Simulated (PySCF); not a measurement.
C4H10Si. Atoms are numbered in the order given.

```xyz
15

C     -1.0387    -1.5724     0.9254
C     -0.8017    -0.3949     0.3060
C     -1.8677     0.3240    -0.4850
Si     0.9147     0.3946     0.4112
C      1.6783     0.6103    -1.3079
H     -2.0300    -2.0609     0.8792
H     -0.2594    -2.0960     1.5037
H     -1.5628     0.4604    -1.5454
H     -2.0467     1.3451    -0.0835
H     -2.8329    -0.2232    -0.4761
H      0.8007     1.7537     1.0608
H      1.7936    -0.4745     1.2726
H      1.7830    -0.3693    -1.8163
H      1.0453     1.2627    -1.9432
H      2.6826     1.0750    -1.2394
```
Charge 0, spin multiplicity 1.

The structure is a stationary point at PBE-D3(BJ)/def2-SVP. The values are those of a single conformer.

Computed with PySCF with PBE/def2-TZVP.

Gas-phase values at a fixed geometry.

```
Item                                                                                                           Result
---------------------------------------------------------------------------------------------  ----------------------
total energy                                                                                       -447.60729 hartree
highest occupied level                                                                                       -6.31 eV
lowest empty level                                                                                           -1.20 eV
orbital gap                                                                                                   5.10 eV
dipole moment                                                                                                  0.91 D
quadrupole, principal values (traceless, Buckingham form, about the centre of nuclear charge)   -3.08, 0.95, 2.13 D·Å
mean static polarisability                                                                      80.1 bohr³ (11.87 Å³)
polarisability, principal values                                                               65.3, 79.8, 95.1 bohr³
```
